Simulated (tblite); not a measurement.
Species: C8H10 (charge +1 and doublet state).
Cartesian coordinates in Å at the GFN2-xTB level; atoms count from 1:
```xyz
18
C8H10 angstrom
C     -3.6289   -1.0311   -0.2021
C     -2.4329   -0.5982   -0.0848
C     -1.1888   -0.1251    0.0405
C     -0.9256    1.3194    0.2206
C     -0.0348   -1.0699   -0.0022
C      1.2580   -0.4684    0.1414
C      2.3548    0.0329    0.2606
C      3.6540    0.6032    0.3992
H     -4.2319   -1.3319    0.6448
H     -4.1304   -1.1249   -1.1568
H     -0.3700    1.4779    1.1479
H     -0.2764    1.6771   -0.5824
H     -1.8413    1.9027    0.2375
H     -0.0618   -1.6381   -0.9445
H     -0.1615   -1.8399    0.7739
H      3.5931    1.6823    0.5338
H      4.2505    0.3814   -0.4882
H      4.1652    0.1568    1.2548
```

Calculated harmonic vibrations of the isolated species, GFN2-xTB (tblite), most abundant isotopes, no scaling. This tight-binding method is rough: wavenumbers can miss measured ones by several per cent, in bad cases by 10 to 20. One conformer, not necessarily the lowest. Open shells enter through the occupations alone, without spin polarisation, and single modes of such species can be off by tens of per cent.

Harmonic wavenumbers (cm⁻¹): 27.5, 34.7, 80.3, 144.3, 154.6, 195.7, 239.2, 259.2, 278.3, 313.6, 340.2, 416.2, 444.7, 521.0, 717.5, 792.9, 829.4, 836.9, 859.7, 944.4, 964.9, 988.9, 1003.6, 1042.8, 1169.5, 1217.8, 1237.4, 1283.7, 1318.1, 1346.2, 1361.8, 1362.9, 1375.1, 1397.2, 1404.6, 1439.9, 2014.5, 2313.3, 2856.0, 2896.9, 2965.7, 2974.5, 2989.2, 2992.7, 3019.6, 3021.3, 3032.1, 3072.8.

A = 7083, B = 826.5, C = 754.0 MHz; mass 106.078 u (most abundant isotopes); point group Cs, symmetry number 1; spin multiplicity 2.

Task: What is the zero-point energy?

Result: Half the sum of the wavenumbers: 31247 cm⁻¹ = 373.79 kJ/mol.

Task: What is S at 298.15 K and 1 bar for an ideal gas of classical rigid rotors and harmonic oscillators?

Result: Translation 167.03, rotation 119.99, vibration 145.15, spin (R ln 2) 5.76: S = 437.9 J/(mol K).

Task: And Cp and H(298.15 K) − H(0)?

Result: Cp = 162.72 J/(mol K), of which vibrations give 129.46 (their classical limit is 48 R = 399.1); H(298.15 K) − H(0) = 31.08 kJ/mol without the zero-point energy, 21.16 from vibrations.

Task: How do the functions run with temperature in this model?

Result: 
```
 T (K)  S (J/(mol K))  Cp (J/(mol K))  H − H(0) (kJ/mol)  G − H(0) (kJ/mol)  ln q(vib)
    50          257.1            60.5               2.35             -10.51       1.20
   100          307.2            86.9               6.04             -24.68       2.84
373.15          477.3           189.2              44.29            -133.83      11.03
   500          538.4           228.6              70.87            -198.32      14.42
   750          642.6           285.5             135.62            -346.35      20.64
  1000          730.4           324.2             212.12            -518.27      26.28
```

q(vib) and H(0) count from the zero-point level.

Task: Which modes carry the vibrational entropy at 298.15 K?

Result: 27.5 cm⁻¹: 25.11; 34.7 cm⁻¹: 23.18; 80.3 cm⁻¹: 16.25; 144.3 cm⁻¹: 11.49; 154.6 cm⁻¹: 10.94; 195.7 cm⁻¹: 9.09 J/(mol K); the other 42 give 49.09 together.

Task: Blend soft modes into free rotors: weight 1/[1 + (100 cm⁻¹/ν̃)⁴] for the oscillator and the rest for a rotor with moment μB/(μ + B), μ = h/(8π²ν), B = 10⁻⁴⁴ kg m². What vibrational entropy results?

Result: 128.05 J/(mol K) in place of 145.15, which changes −T·S at 298.15 K by +5.10 kJ/mol.

Task: What must be added to the electronic energy to get the Gibbs energy at 298.15 K and 1 bar?

Result: ZPE + [H(298.15 K) − H(0)] − T·S = 373.79 + 31.08 − 130.57 = 274.30 kJ/mol.

Hindered rotation and anharmonicity are outside this model. Other conformers, if any are populated, would add a mixing term that is left out.
